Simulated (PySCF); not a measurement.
Zn(iPr)2, C6H14Zn, SMILES [CH]([Zn][CH](C)C)(C)C, GFN2-xTB optimised geometry.

```
21

Zn    -0.48    -1.10     0.00
C     -2.14     0.16     0.00
C     -1.80     1.27    -0.99
C     -2.32     0.75     1.40
H     -3.09    -0.29    -0.31
H     -2.57     2.04    -0.99
H     -0.85     1.74    -0.74
H     -1.73     0.88    -2.01
H     -2.64    -0.02     2.11
H     -3.09     1.53     1.39
H     -1.40     1.20     1.76
C      1.61    -1.10     0.00
C      2.01    -0.05     1.03
C      2.10    -0.69    -1.39
H      2.10    -2.04     0.27
H      3.09     0.10     1.02
H      1.54     0.91     0.81
H      1.72    -0.35     2.04
H      1.89    -1.47    -2.12
H      3.18    -0.53    -1.38
H      1.63     0.23    -1.72
```

Density from PySCF with CAM-B3LYP/def2-SVP at that geometry.

Minimum of the electron density along straight lines between bonded atoms, close to the bond critical point (lines longer than 1.1 times the sum of covalent radii, or with two minima, are not listed):

| bond | length / Å | ρ at the minimum / e bohr⁻³ | ∇²ρ there / e bohr⁻⁵ | position (fraction from the first atom) |
|---|---|---|---|---|
| Zn1–C2 | 2.089 | 0.088 | 0.18 | 0.47 |
| C2–C3 | 1.527 | 0.243 | -0.55 | 0.49 |
| C2–C4 | 1.527 | 0.243 | -0.55 | 0.49 |
| C2–H5 | 1.093 | 0.273 | -0.97 | 0.62 |
| C3–H7 | 1.091 | 0.274 | -0.99 | 0.62 |
| C3–H8 | 1.090 | 0.275 | -1.01 | 0.62 |
| C4–H9 | 1.089 | 0.276 | -1.01 | 0.62 |
| C4–H10 | 1.094 | 0.273 | -0.99 | 0.62 |
| C4–H11 | 1.091 | 0.275 | -1.00 | 0.62 |
| Zn1–C12 | 2.089 | 0.088 | 0.18 | 0.47 |
| C12–C13 | 1.527 | 0.243 | -0.55 | 0.49 |
| C12–C14 | 1.527 | 0.243 | -0.55 | 0.49 |
| C12–H15 | 1.093 | 0.273 | -0.97 | 0.62 |
| C13–H17 | 1.091 | 0.274 | -0.99 | 0.62 |
| C13–H18 | 1.090 | 0.275 | -1.01 | 0.62 |
| C14–H19 | 1.089 | 0.276 | -1.01 | 0.62 |
| C14–H20 | 1.094 | 0.273 | -0.99 | 0.62 |
| C14–H21 | 1.091 | 0.275 | -1.00 | 0.62 |
